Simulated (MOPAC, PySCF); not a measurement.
Species: SnF$_{2}$ (charge 0, singlet). SMILES: [F][Sn][F]
Coordinates optimised at B3LYP-D3(BJ)/def2-TZVP (Ansatz):
```
Sn
F 1 1.9482
F 1 1.9482 2 96.21
```
Charge 0, spin multiplicity 1.

Unscaled harmonic wavenumbers (cm⁻¹) in rising order, each level at the stationary point that it reaches from this structure (no distance between atoms moves by over 0.3 Å); the order of modes can differ between levels, and a negative number is imaginary. B3LYP-D3(BJ)/def2-TZVP (PySCF, at the structure above): 188, 572, 590.

PM3 (MOPAC): 217, 741, 759. Zero-point energy 2.5 against 1.9 kcal/mol; where all levels lie over 400 cm⁻¹, the wavenumbers are on average 1.290 times those of B3LYP-D3(BJ)/def2-TZVP.

PM6 (MOPAC): 163, 578, 591. Zero-point energy 1.9 against 1.9 kcal/mol; where all levels lie over 400 cm⁻¹, the wavenumbers are on average 1.005 times those of B3LYP-D3(BJ)/def2-TZVP.
